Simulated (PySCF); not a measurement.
SMILES FC(F)([SiH2][SiH2]c1ccccc1)F (C7H9F3Si2) (GFN2-xTB optimised geometry):

```
21

F     -2.786    -3.531     0.539
C     -2.931    -2.795    -0.588
F     -4.252    -2.766    -0.845
F     -2.373    -3.529    -1.577
Si    -2.116    -1.038    -0.425
Si     0.119    -1.468     0.024
C      1.062     0.170     0.000
C      0.410     1.400     0.001
C      1.120     2.587     0.002
C      2.505     2.566     0.001
C      3.172     1.352     0.000
C      2.454     0.170     0.000
H     -2.504    -0.421    -1.697
H     -2.960    -0.432     0.612
H      0.729    -2.368    -0.967
H      0.305    -2.092     1.346
H     -0.672     1.428    -0.001
H      0.594     3.531     0.002
H      3.061     3.491     0.002
H      4.252     1.329    -0.001
H      2.980    -0.774    -0.001
```

Calculation: CAM-B3LYP/def2-SVP (PySCF).

### Question
What are the frontier orbital energies and the dipole moment?

### Answer
HOMO-2 -10.04 eV, HOMO-1 -8.87 eV, HOMO -8.78 eV, LUMO 0.26 eV, LUMO+1 0.50 eV; dipole moment 3.74 D.

Meta-Löwdin charges at CAM-B3LYP/def2-SVP: F1 -0.28, C2 0.56, F3 -0.27, F4 -0.28, Si5 0.36, Si6 0.41, C7 -0.21, C8 -0.10, C9 -0.10, C10 -0.09, C11 -0.10, C12 -0.09, H13 -0.07, H14 -0.08, H15 -0.08, H16 -0.08, H17 0.09, H18 0.11, H19 0.11, H20 0.11, H21 0.10.
